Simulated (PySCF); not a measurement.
## Trend along group 14: MSi molecules

CCSD(T) with double-zeta basis sets in PySCF, for the lowest determinant that a PBE0 search found; no spin–orbit coupling. De refers to high-spin ground-configuration atoms.

```json
{"M": "C", "basis": "cc-pV(D+d)Z/cc-pVDZ", "reference, frozen orbitals": "ROHF, 6", "state (unpaired electrons)": "triplet (σ ↑, π ↑)", "Re (Å)": "1.747", "ωe (cm⁻¹)": "935", "De (eV)": "3.80"}
{"M": "Si", "basis": "def2-SVPD", "reference, frozen orbitals": "UHF, 10", "state (unpaired electrons)": "triplet (π ↑↑)", "Re (Å)": "2.277", "ωe (cm⁻¹)": "506", "De (eV)": "2.80"}
{"M": "Sn", "basis": "x2c-SVPall", "reference, frozen orbitals": "UHF, 23", "state (unpaired electrons)": "triplet (π ↑↑)", "Re (Å)": "2.537", "ωe (cm⁻¹)": "344", "De (eV)": "2.25"}
{"M": "Pb", "basis": "def2-SVP", "reference, frozen orbitals": "UHF, 9", "state (unpaired electrons)": "triplet (π ↑↑)", "Re (Å)": "2.620", "ωe (cm⁻¹)": "308", "De (eV)": "2.04"}
```

The shortest bond is that of SiC (1.747 Å), the longest that of SiPb (2.620 Å).

The rows differ in basis set, which adds steps of its own.

The state changes along the series, so neighbouring rows are not always alike in their bonding.

Correlated steps freeze the inner cores (6 to 23 orbitals); shallow outer-core shells are correlated. UHF and ROHF references stand side by side, which adds small steps between rows. Correlated levels converge slowly with the basis: in double zeta they bind strong bonds too weakly, by up to about 1 eV, and carry superposition errors of some tenths. These are scalar-relativistic numbers at best; spin–orbit coupling would shift them, the dissociation energy most. The CCSD T1 diagnostic is raised in SiC, a sign that a single reference may not be enough there. States were picked by a PBE0 search and need not be the measured ground states.
